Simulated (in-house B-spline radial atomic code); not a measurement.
Successive ionisation energies of cerium; each step leads to the configuration of the next row (after the last: [Ar] 3d10 4s2 4p4). NIST's values go from ground level to ground level; the uncertainty of those that are theory runs from under 0.1 % in few-electron ions to several per cent in heavy many-electron ones. Computed with an all-electron radial atomic-structure program (B-spline basis): non-relativistic Hartree-Fock, average of the configuration, point nuclei.

This level leaves out relativity, spin-orbit splitting included, which matters for heavy ions.

```csv
ion,configuration,ionisation energy (eV),tabulated value (eV),tabulated kind,computed minus tabulated (eV),highest orbital,largest mean radius (bohr)
Ce18+,[Kr] 4d4,507.6,509,tabulated theory,-1.4,4d,0.65824
Ce19+,[Kr] 4d3,542.1,543,tabulated theory,-0.9,4d,0.64984
Ce20+,[Kr] 4d2,577.2,579,tabulated theory,-1.8,4d,0.64171
Ce21+,[Kr] 4d1,613.0,613,tabulated theory,0.0,4d,0.63383
Ce22+,[Ar] 3d10 4s2 4p6,746.0,749,tabulated theory,-3.0,4p,0.62046
Ce23+,[Ar] 3d10 4s2 4p5,782.7,785,tabulated theory,-2.3,4p,0.61476
```
